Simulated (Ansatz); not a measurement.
A run for Ansatz (a program for electronic structure): R-r2SCAN/def2-TZVPP on AlH7OSi.

Ansatz 0.2 input:
```yaml
crystal:
  periodic: [false, false, false]
  atoms:
    - {symbol: Si, position_ang: [1.44018801, 0.49633972, 0.00000000]}
    - {symbol: H, position_ang: [2.70028364, -0.27881287, 0.00000000]}
    - {symbol: H, position_ang: [1.31111622, 1.29952098, 1.22350226]}
    - {symbol: H, position_ang: [1.31111622, 1.29952098, -1.22350226]}
    - {symbol: O, position_ang: [0.22145500, -0.69749590, -0.00000000]}
    - {symbol: H, position_ang: [0.48759515, -1.62255938, -0.00000000]}
    - {symbol: Al, position_ang: [-1.70710466, -0.19294262, -0.00000000]}
    - {symbol: H, position_ang: [-1.33101494, 1.36414049, -0.00000000]}
    - {symbol: H, position_ang: [-2.21681733, -0.83385570, 1.36299800]}
    - {symbol: H, position_ang: [-2.21681733, -0.83385570, -1.36299800]}
basis:
  gaussian:
    orbitals: def2-TZVPP
hamiltonian:
  xc: {name: r2SCAN}
scf: {lower_state_search: off}
```

Program output:

```
WARN ansatz: RAYON_NUM_THREADS=4 ignored (pool sized by the plan → 4); use --threads N
Functional definition: r2SCAN
these checks for a lower state are left out or cut short: stability, starts, cluster_reference, orbital_swaps, neighbouring_geometries, increment
integrals: 0.13 GiB planned
1121 factors; their error is unknown
mean field: 0.92 GiB planned
mean field evaluation 1: about -16630.8262 eV, gradient 5.2e1 eV
mean field evaluation 2: about -16621.6941 eV, gradient 8.8e1 eV
mean field evaluation 4: about -16635.2473 eV, gradient 1.3e0 eV
mean field evaluation 8: about -16635.2278 eV, gradient 2.1e-1 eV
mean field evaluation 16: about -16635.2278 eV, gradient 3.7e-6 eV
mean field -16635.22782073 eV, -611.3333466494 hartree, gradient 3.7e-6 eV, S^2 0.000000; 0 other end points of the search recorded, 0 dependent functions left out
reference -16635.22783650 eV, -611.3333472288 hartree; 21, 21 occupied and 192, 192 virtual orbitals, 1121 factors
Total energy: -16635.22783650 eV, -611.3333472288 hartree
Checks for a lower state left out: stability, starts, cluster_reference, orbital_swaps, neighbouring_geometries, increment
```

The calculation finished and met its thresholds.

Cost: very roughly 5 core-seconds.
